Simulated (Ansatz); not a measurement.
Geometry optimisation, RKS B3LYP-D4/STO-3G (Ansatz 0.2.0).

input.yaml

```yaml
crystal:
  periodic: [false, false, false]
  atoms:
    - { symbol: Al, position_ang: [0.0, 0.0, 0.0] }
    - { symbol: "N", position_ang: [0.0, 0.0, 1.92] }
    - { symbol: H, position_ang: [-0.877, -0.2713, 2.45] }
    - { symbol: H, position_ang: [0.877, 0.2713, 2.45] }
    - { symbol: F, position_ang: [1.4635, 0.0, -0.845] }
    - { symbol: O, position_ang: [-1.5415, 0.0, -0.89] }
    - { symbol: Si, position_ang: [-2.6907, -1.2238, -0.8267] }
    - { symbol: H, position_ang: [-2.2881, -2.2198, 0.162] }
    - { symbol: H, position_ang: [-3.9833, -0.6595, -0.4496] }
    - { symbol: H, position_ang: [-2.8007, -1.8572, -2.1376] }
basis:
  gaussian: { orbitals: STO-3G }
hamiltonian:
  xc: b3lyp
  dispersion: d4
relax:
  f_tol: 0.02
  max_steps: 40
```

Command:

```bash
$ ansatz run input.yaml --threads 1 --pin off --max-ram 2048MiB --backend cpu --events-out ev --progress --plain --runs-dir out
```

Problem. Where does it end, and by what steps?

Solution. It converged. Limits of this set-up: minimal basis. After 16 steps the energy has fallen by 0.958 eV; H9 moved furthest, 0.87 Å.

```tsv
step	energy less start (eV)	largest force component (eV/Å)	accepted
0	0.0000	4.382	yes
1	-0.7050	1.417	yes
2	-0.8163	1.310	yes
3	-0.8467	0.929	yes
4	-0.8803	0.157	yes
5	-0.8987	0.254	yes
6	-0.9285	0.238	yes
7	-0.9443	0.145	yes
8	-0.9526	0.068	yes
9	-0.9562	0.122	yes
10	-0.9561	0.081	no
11	-0.9567	0.035	yes
12	-0.9570	0.025	yes
13	-0.9572	0.027	yes
14	-0.9573	0.034	yes
15	-0.9574	0.032	yes
16	-0.9575	0.003	yes
```

```xyz
10
Properties=species:S:1:pos:R:3
Al 0.066 -0.018 -0.074
N -0.227 -0.071 1.631
H -1.066 -0.461 2.097
H 0.425 0.277 2.357
F 1.453 0.620 -0.644
O -1.047 -0.613 -1.195
Si -2.514 -1.268 -0.689
H -2.348 -2.412 0.191
H -3.344 -0.308 0.019
H -3.238 -1.707 -1.862
```

Whether the end is a true minimum wasn't checked by a vibrational analysis.

Time of the run: 54 s on 1 thread of Arm Neoverse V2 (shared host), peak memory 0.17 GiB.
